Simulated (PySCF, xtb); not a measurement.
C₂H₅Te, SMILES [CH2][Te]C (connectivity only; charge and spin as stated), charge +1, multiplicity 1.

GFN2-xTB (xtb) at its own geometry gives an orbital gap of 2.63 eV.

The structure is a stationary point at B3LYP-D3(BJ)/def2-SVP. The spin state was assumed, not searched. The isomer is the one that the SMILES or the coordinates give; other isomers of the formula were not compared. The def2 effective core potentials stand for the cores of Te; spin–orbit coupling is left out.

What does r2SCAN/def2-TZVPD (PySCF) give? (The exact figures need the calculation; the answer reports its results.)

gap 3.38 eV (levels -12.96 and -9.57 eV).
